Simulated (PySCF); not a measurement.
## Excitation energy of Mo⁺ by level of theory

Mo⁺ [Kr] 4d5 (6S) → Mo⁺ [Kr] 4d4 5s1 (6D), as a difference of total energies. All numbers are calculated (PySCF 2.14, scalar relativity by spin-free X2C-1e, in ANO-RCC-VTZP (7s6p4d2f1g, 68 functions)). Correlated levels: valence: [Kr] frozen; valence and next inner shell: [Ar] 3d10 frozen. The calculations carry no spin-orbit coupling.

```csv
method,excitation energy (eV),error (eV)
UHF,1.436,-0.151
LDA,1.557,-0.030
PBE,1.614,+0.027
PBE0,1.704,+0.117
r2SCAN,1.572,-0.015
LC-wPBE,1.864,+0.277
r2SCANh,1.599,+0.012
B2PLYP,1.590,+0.003
MP2 (valence),1.664,+0.077
SCS-MP2 (valence),1.512,-0.075
MP2 (valence and next inner shell),1.665,+0.078
SCS-MP2 (valence and next inner shell),1.560,-0.027
```

Reference: 1.587 eV (measured; NIST levels, between the centres of gravity of the two terms).

Errors of the correlated levels include the incompleteness of this basis and the frozen core.

The basis was made for the ground configuration and has no added diffuse functions, so the excitation energy can come out too high.
